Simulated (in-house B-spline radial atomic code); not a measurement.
# BLYP excitations of Cl VIII (Cl7+)

Method: BLYP. Computed with an all-electron radial atomic-structure program (B-spline basis): linear response of the closed shell [He] 2s2 2p6 with the functional's adiabatic kernel; scalar-relativistic (spin-free one-electron X2C), finite nucleus, no spin-orbit coupling, no double excitations, S, P, D and F terms only. Only terms of natural parity with L up to 3 were computed.

Command:
```bash
python run_td.py task.json out
```
Settings (radii: box in bohr, nucleus in fm):
```
Z                        17
electrons                10
configuration            [He] 2s2 2p6
hamiltonian              x2c
method                   b88,lyp
box_radius               12.81
rms_radius               3.3654
intervals                71
```

Run time, properties included: 0.4 s on 1 thread of Arm Neoverse N1, with other jobs on the host.

The lowest states, in the order of their Tamm-Dancoff energies; the method's threshold (minus the highest occupied level) is 323.34 eV. Labels give the largest channel, * marks a mixed state, and oscillator strengths are full-response dipole values. Semilocal kernels can invert the small singlet-triplet splittings of Rydberg terms. Energies in eV:

```csv
state,full response,Tamm-Dancoff,oscillator strength
2p → 3s 3P,197.76,197.78,-
2p → 3s 1P,199.77,199.80,0.175
2p → 3p 3S,211.64,211.69,-
2p → 3p 3D,212.83,212.85,-
2p → 3p 1D,214.65,214.66,-
2p → 3p 1S,?,?,-
2p → 3d 3P,?,?,-
2p → 3d 3F,233.87,233.89,-
2p → 3d 1F,235.49,235.49,-
2p → 3d 1P,239.22,239.38,1.52
```

(1) Where does 2p → 3p 1S lie?

(2) Where does 2p → 3d 3P lie?

(3) How large is the singlet-triplet splitting of 2p → 3s (P terms) in Tamm-Dancoff?

(4) What polarisabilities and dispersion coefficient does the method give?

Results:

(1) At 223.29 eV in full response, 223.90 eV in Tamm-Dancoff.

(2) At 233.64 eV in full response, 233.66 eV in Tamm-Dancoff.

(3) 2.02 eV, from the unrounded values.

(4) Dipole 0.05262 bohr³, quadrupole 0.01868 bohr⁵, C6 0.02268 hartree·bohr⁶ for two such species.
